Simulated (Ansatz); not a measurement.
Ansatz (a first-principles code) input for C2H6BeIN, SMILES C[N](C)[Be][I], PBE-D3(BJ)/def2-SVP. 

Ansatz 0.2 input:
```yaml
crystal:
  periodic: [false, false, false]
  atoms:
    - {symbol: Be, position_ang: [0.00000000, 0.00000000, 0.76093337]}
    - {symbol: I, position_ang: [-0.00000000, 0.00000000, -1.41878208]}
    - {symbol: N, position_ang: [-0.00000000, 0.00000000, 2.26135898]}
    - {symbol: C, position_ang: [0.00000000, 1.20520872, 3.05454052]}
    - {symbol: C, position_ang: [0.00000000, -1.20520873, 3.05454051]}
    - {symbol: H, position_ang: [0.89114186, 1.26545829, 3.70946351]}
    - {symbol: H, position_ang: [-0.89114187, 1.26545829, 3.70946351]}
    - {symbol: H, position_ang: [0.00000000, 2.10189038, 2.41493196]}
    - {symbol: H, position_ang: [-0.89114187, -1.26545830, 3.70946351]}
    - {symbol: H, position_ang: [0.89114186, -1.26545830, 3.70946351]}
    - {symbol: H, position_ang: [0.00000000, -2.10189039, 2.41493196]}
basis:
  gaussian:
    orbitals: def2-SVP
hamiltonian:
  xc: pbe
  dispersion: d3bj
relax: {f_tol: 0.002, max_steps: 200}
```

Program output:

```
WARN ansatz: RAYON_NUM_THREADS=1 ignored (pool sized by the plan → 1); use --threads N
Functional definition: PBE
integrals: 0.05 GiB planned
1286 factors; their error is unknown
mean field: 0.29 GiB planned
mean field evaluation 1: about -12145.9493 eV, gradient 6.6e1 eV
mean field evaluation 2: about -12091.5844 eV, gradient 1.5e2 eV
mean field evaluation 4: about -12156.6917 eV, gradient 1.3e1 eV
mean field evaluation 8: about -12157.0436 eV, gradient 2.1e-1 eV
mean field evaluation 16: about -12156.9913 eV, gradient 8.5e-5 eV
mean field -12156.99129335 eV, -446.7611897260 hartree, gradient 1.2e-5 eV, S^2 0.000000; 0 other end points of the search recorded, 0 dependent functions left out
the calculation of the forces begins
reference -12156.99133027 eV, -446.7611910827 hartree; 27, 27 occupied and 80, 80 virtual orbitals, 1286 factors
relax step   1: F+E_penalty+E_count = -12157.22725884 eV  Δ(F+E_penalty+E_count) = +0.000e0 eV  max|allowed force component| = 2.255e-1 eV/Å  Δτ_max = 0.0000 Å  (29 SCF iters, accepted)
these checks for a lower state are left out or cut short: starts, cluster_reference, orbital_swaps, neighbouring_geometries, increment
integrals: 0.05 GiB planned
1286 factors; their error is unknown
mean field: 0.29 GiB planned
mean field -12157.00389315 eV, -446.7616527601 hartree, gradient 2.6e-5 eV, S^2 0.000000; 0 other end points of the search recorded, 0 dependent functions left out
the calculation of the forces begins
reference -12157.00393015 eV, -446.7616541197 hartree; 27, 27 occupied and 80, 80 virtual orbitals, 1286 factors
relax step   2: F+E_penalty+E_count = -12157.23861477 eV  Δ(F+E_penalty+E_count) = -1.136e-2 eV  max|allowed force component| = 1.251e-1 eV/Å  Δτ_max = 0.0173 Å  (31 SCF iters, accepted)
these checks for a lower state are left out or cut short: starts, cluster_reference, orbital_swaps, neighbouring_geometries, increment
integrals: 0.05 GiB planned
1286 factors; their error is unknown
mean field: 0.29 GiB planned
mean field evaluation 32: about -12157.0054 eV, gradient 2.2e-3 eV
mean field -12157.00543651 eV, -446.7617094776 hartree, gradient 2.6e-5 eV, S^2 0.000000; 0 other end points of the search recorded, 0 dependent functions left out
the calculation of the forces begins
reference -12157.00547352 eV, -446.7617108377 hartree; 27, 27 occupied and 80, 80 virtual orbitals, 1286 factors
relax step   3: F+E_penalty+E_count = -12157.23981444 eV  Δ(F+E_penalty+E_count) = -1.200e-3 eV  max|allowed force component| = 1.348e-2 eV/Å  Δτ_max = 0.0047 Å  (31 SCF iters, accepted)
these checks for a lower state are left out or cut short: starts, cluster_reference, orbital_swaps, neighbouring_geometries, increment
integrals: 0.05 GiB planned
1286 factors; their error is unknown
mean field: 0.29 GiB planned
mean field -12157.00548416 eV, -446.7617112286 hartree, gradient 5.4e-5 eV, S^2 0.000000; 0 other end points of the search recorded, 0 dependent functions left out
the calculation of the forces begins
reference -12157.00552117 eV, -446.7617125888 hartree; 27, 27 occupied and 80, 80 virtual orbitals, 1286 factors
relax step   4: F+E_penalty+E_count = -12157.23982646 eV  Δ(F+E_penalty+E_count) = -1.202e-5 eV  max|allowed force component| = 4.876e-3 eV/Å  Δτ_max = 0.0011 Å  (21 SCF iters, accepted)
these checks for a lower state are left out or cut short: starts, cluster_reference, orbital_swaps, neighbouring_geometries, increment
integrals: 0.05 GiB planned
1286 factors; their error is unknown
mean field: 0.29 GiB planned
mean field -12157.00548307 eV, -446.7617111884 hartree, gradient 3.1e-5 eV, S^2 0.000000; 0 other end points of the search recorded, 0 dependent functions left out
the calculation of the forces begins
reference -12157.00552008 eV, -446.7617125487 hartree; 27, 27 occupied and 80, 80 virtual orbitals, 1286 factors
relax step   5: F+E_penalty+E_count = -12157.23982753 eV  Δ(F+E_penalty+E_count) = -1.069e-6 eV  max|allowed force component| = 1.120e-3 eV/Å  Δτ_max = 0.0002 Å  (20 SCF iters, accepted)
integrals: 0.05 GiB planned
1286 factors; their error is unknown
mean field: 0.29 GiB planned
mean field evaluation 64: about -12157.0055 eV, gradient 1.3e-5 eV
mean field -12157.00548307 eV, -446.7617111884 hartree, gradient 3.1e-5 eV, S^2 0.000000; 1 other end points of the search recorded, 0 dependent functions left out
the calculation of the forces begins
reference -12157.00552008 eV, -446.7617125487 hartree; 27, 27 occupied and 80, 80 virtual orbitals, 1286 factors
Total energy: -12157.23986454 eV, -446.7703245487 hartree
Atom 0 at    -0.000000     0.000000     0.748861 Å, force    -0.000000     0.000000     0.000210 eV/Å
Atom 1 at     0.000000     0.000000    -1.439040 Å, force     0.000000     0.000000     0.000358 eV/Å
Atom 2 at    -0.000000    -0.000000     2.257990 Å, force     0.000000     0.000000    -0.001120 eV/Å
Atom 3 at    -0.000000     1.213108     3.057084 Å, force     0.000000     0.000357     0.000489 eV/Å
Atom 4 at    -0.000000    -1.213108     3.057084 Å, force     0.000000    -0.000357     0.000489 eV/Å
Atom 5 at     0.897555     1.273302     3.718472 Å, force     0.000003    -0.000125    -0.000080 eV/Å
Atom 6 at    -0.897555     1.273302     3.718472 Å, force    -0.000003    -0.000125    -0.000080 eV/Å
Atom 7 at    -0.000000     2.115963     2.412222 Å, force    -0.000000    -0.000058    -0.000053 eV/Å
Atom 8 at    -0.897555    -1.273302     3.718472 Å, force    -0.000003     0.000125    -0.000080 eV/Å
Atom 9 at     0.897555    -1.273302     3.718472 Å, force     0.000003     0.000125    -0.000080 eV/Å
Atom 10 at    -0.000000    -2.115963     2.412222 Å, force    -0.000000     0.000058    -0.000053 eV/Å
Dipole moment:     0.000000    -0.000000     0.426746 e Å
```

Self-consistency was reached.
